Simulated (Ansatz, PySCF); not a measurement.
H$_{3}$Ga, triplet, at the geometry of the source list (a higher spin typed on purpose: for a closed-shell molecule this is an excited state). Base run: CASSCF(6,5)/cc-pVDZ (PySCF).

PySCF was given this input:
```python
from pyscf import gto, scf, mcscf
import numpy

mol = gto.Mole()
mol.atom = '''
    Ga   -0.00060000   -0.00080000   -0.00110000
    H     0.65390000   -0.42570000    1.35580000
    H    -0.34850000    1.50560000   -0.25940000
    H    -0.30480000   -1.07920000   -1.09530000
'''
mol.basis = 'cc-pvdz'
mol.spin = 2
mol.verbose = 4
mol.build()

mf = scf.ROHF(mol)
mf.kernel()
mc = mcscf.CASSCF(mf, 5, 6)
mc.fix_spin_(ss=2.0)
mc.kernel()
occ = numpy.linalg.eigvalsh(mc.fcisolver.make_rdm1(mc.ci, mc.ncas, mc.nelecas))[::-1]
ss = mc.fcisolver.spin_square(mc.ci, mc.ncas, mc.nelecas)[0]
print('natural occupations', occ.round(4), ' <S^2>', round(ss, 4))
```

Programs used: Ansatz (a first-principles code), PySCF; a row that names a program was run with it.

Each row names what was changed in the base input (with any setting that the change needs).

| change | ΔE vs base (kcal/mol) | natural occupations | <S^2> of the state | outcome |
|---|---|---|---|---|
| base | 0.000 | 2.00 1.94 1.00 1.00 0.06 | 2.00 | converged |
| orbitals = fixed (CASCI) | 13.17 | 2.00 1.98 1.00 1.00 0.02 | 2.00 | converged |
| state_average = 2 states | 6.43 | - | - | converged |
| solver = newton | -0.051 | 2.00 1.95 1.00 1.00 0.05 | 2.00 | converged |
| correction = SC-NEVPT2 | -51.49 | 2.00 1.94 1.00 1.00 0.06 | 2.00 | converged |
| conv_tol = 1e-5 | 0.000 | 2.00 1.94 1.00 1.00 0.06 | 2.00 | converged |
| active space = 8 electrons, 9 orbitals | - | - | - | not converged |
| active space = 10 electrons, 9 orbitals | - | - | - | not converged |
| active space = 8 electrons, 6 orbitals | -0.041 | 2.00 2.00 1.94 1.00 1.00 0.06 | 2.00 | converged |
| code = ansatz | -0.058 | - | - | converged |
| code = ansatz; correction = SC-NEVPT2, all electrons | -51.62 | - | - | converged |

Active orbitals are taken around the Fermi level unless the row says otherwise; CASSCF can end in different local minima, and two programs can end on different orbitals. State-averaged rows give the lowest state.

Open shells are given as the SCF converged; they aren't shown to be the lowest states, and a large step between rows can be another state.
